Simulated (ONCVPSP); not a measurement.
**What one change does to a pseudopotential (tellurium, ONCV)**

ONCVPSP 4.0.1 input, shortened (lines: element, Z, core and valence counts, functional; n l f; lmax; l rc ep ncon nbas qcut; lloc lpopt rc5 dvloc0; l nproj debl; icmod fcfact rcfact), PW91, fully relativistic:

```
  Te 52.00    6    5  -109134      upf
    1    0    2.00
    2    0    2.00
    2    1    6.00
    3    0    2.00
    3    1    6.00
    3    2   10.00
    4    0    2.00
    4    1    6.00
    4    2   10.00
    5    0    2.00
    5    1    4.00
    2
    0    1.40    0.00    3    6   11.10
    1    1.40    0.00    4    9    8.60
    2    0.90    0.00    4    7   11.70
    4    5    0.70   -1.00
    0    2    2.80
    1    2    3.70
    2    2    0.50
    1    0.30    0.00
```

Open shells are filled in proportion to 2j + 1.

In the d channel the program set the typed energies aside and used -1.509, 0.250 Ha (j = l + 1/2; the other j can differ).

Change: all radii but the core radius scaled by about 0.93 (s 1.30, p 1.30, d 0.84 bohr); local potential polynomial inside 0.66 bohr (lpopt 5, dvloc0 -1 Ha).

Cutoffs: the cutoffs (Ha) at which the residual kinetic energy of the hardest occupied pseudo-wave falls to 1 and 0.1 mHa per electron; they do not see the model core or the augmentation charge, which bear on the density cutoff. Errors are all-electron minus pseudo energies relative to the spin-unpolarised reference configuration.

Question: How do hardness, ghosts and transferability respond?

Answer: The potential gets harder (56 Ha and 66 Ha → 59 Ha and 144 Ha); both files keep a bound ghost (s); of the 4 tests that both files solve, the error grows in 3 and shrinks in 0 by more than 15 % and 0.3 meV (median size 0.4 → 1.1 meV). A smaller radius makes the pseudo-wave follow the all-electron one further in, where it bends more sharply, so more plane waves are needed. That the errors move this way runs against the usual rule that smaller radii transfer better.

```tsv
quantity	base	changed
cutoff, loose	56 Ha	59 Ha
cutoff, tight	66 Ha	144 Ha
loose cutoff by channel	s 35 Ha, p 28 Ha, d 56 Ha	s 41 Ha, p 28 Ha, d 59 Ha
bound ghosts	s	s
GHOST(+) flags under 300 eV	none	none
error for 4s2 4p6 4d10 5s2 5p3, meV [ΔE 9.81 eV]	+0.4	+0.6
error for 4s2 4p6 4d10 5s2 5p2, meV [ΔE 27.83 eV]	+0.6	+1.2
error for 4s2 4p6 4d10 5s2 5p1, meV [ΔE 54.85 eV]	0.0	+1.5
error for 4s2 4p6 4d10 5s0 5p6, meV [ΔE 18.68 eV]	+0.3	-0.9
rms error of d²Exc/dni dnj with the model core, mHa	3.47	3.65
```

 A true bound ghost makes a file unfit for plane-wave use even where its test errors are small: the radial tests pick states by their node count and pass the ghost by.
